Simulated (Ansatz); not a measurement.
Reaction (redistribution): `[SiH3][SiH2][GeH2][GeH2][GeH2][SiH3]` + `O[SiH2][GeH3]` → `[OH][GeH2][SiH2][SiH3]` + `[SiH3][GeH2][GeH2][SiH2][GeH3]`

Isolated molecules relaxed with PBE0-D4/def2-TZVP in Ansatz; ΔE leaves out vibrations. CCSD(T)/CBS is the MP2 limit (def2-TZVPP, def2-QZVPP) plus CCSD(T) − MP2 in def2-TZVPP, frozen cores. For Ge outer-core shells are correlated without core-valence functions, which leaves a few kJ/mol of doubt a bond. Scalar relativity is left out up to krypton. Each species was taken in one conformer, which may not be the lowest.

| species | MP2/def2-TZVPP energy (Eh) |
| --- | --- |
| `[SiH3][SiH2][GeH2][GeH2][GeH2][SiH3]` | -7102.27142 |
| `O[SiH2][GeH3]` | -2443.37588 |
| `[OH][GeH2][SiH2][SiH3]` | -2733.58425 |
| `[SiH3][GeH2][GeH2][SiH2][GeH3]` | -6812.03170 |

Q: Work out ΔE.

A: ΔE = (-2733.58425) + (-6812.03170) − (-7102.27142) − (-2443.37588) = 0.03135 Eh = +19.7 kcal/mol. CCSD(T)/CBS gives +19.4 kcal/mol.

Largest T1 diagnostic among the species: 0.013.

From BLYP to BHLYP (50 % exact exchange), in def2-TZVPP and without D4, ΔE moves by +2.6 kcal/mol. The D4 term adds +1.4 kcal/mol with B3LYP and +0.9 kcal/mol with PBE0; it sums over pairs of atoms, weighted by their polarisabilities, and B3LYP, whose exchange is more repulsive, gets the larger term.

B3LYP here is the variant with VWN-RPA as its local correlation; programs differ in this.
